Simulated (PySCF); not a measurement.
# Basis and Hamiltonian dependence of the ionisation energy of In²⁺

In²⁺ [Kr] 4d10 5s1 (2S) → In³⁺ [Kr] 4d10 (1S). Calculated with PySCF 2.14 from differences of total energies of unrestricted determinants, without spin-orbit coupling. Values in eV.

```
                                                                               basis    Hamiltonian  functions     UHF     LDA    PBE0  CCSD(T) (valence and next inner shell)
                                                            cc-pVDZ-PP with ECP28MDF            ECP         23  26.641     n/a  28.253                                     n/a
                                                                          x2c-SVPall  spin-free X2C         36  26.719     n/a     n/a                                     n/a
                                                            cc-pVTZ-PP with ECP28MDF            ECP         39  26.619     n/a     n/a                                     n/a
                                                      aug-cc-pwCVDZ-PP with ECP28MDF            ECP         48  26.626  29.073  28.276                                  27.749
                                                        aug-cc-pVTZ-PP with ECP28MDF            ECP         55  26.619  29.089  28.277                                     n/a
         aug-cc-pVTZ-PP with one added diffuse shell each of d, f type with ECP28MDF            ECP         67  26.619  29.089  28.277                                     n/a
                                                                     aug-cc-pVTZ-DK3  spin-free X2C         68  26.622  28.948  28.189                                     n/a
                                                        aug-cc-pVQZ-PP with ECP28MDF            ECP         92  26.622  29.094  28.285                                     n/a
                                                      aug-cc-pwCVTZ-PP with ECP28MDF            ECP         96  26.619  29.093  28.287                                     n/a
                                                                     aug-cc-pVQZ-DK3  spin-free X2C        102  26.627  28.951  28.194                                     n/a
                                                                        x2c-QZVPPall  spin-free X2C        112  26.627  28.971  28.208                                     n/a
aug-cc-pVQZ-PP with one added diffuse shell each of s, p, d, f, g type with ECP28MDF            ECP        117  26.622  29.094  28.285                                     n/a
              aug-cc-pwCVTZ-DK3 with one added diffuse shell each of s, p, d, f type  spin-free X2C        125  26.626  28.976  28.211                                     n/a
                                                        aug-cc-pV5Z-PP with ECP28MDF            ECP        139  26.620  29.092  28.286                                     n/a
```

Frozen in the all-electron rows: valence: [Kr] 4d10; valence and next inner shell: [Ar] 3d10; with a core potential, the same shells as far as they lie outside it.

Reference for a calculation without spin-orbit coupling: 28.044 eV (measured, between term centres; NIST).
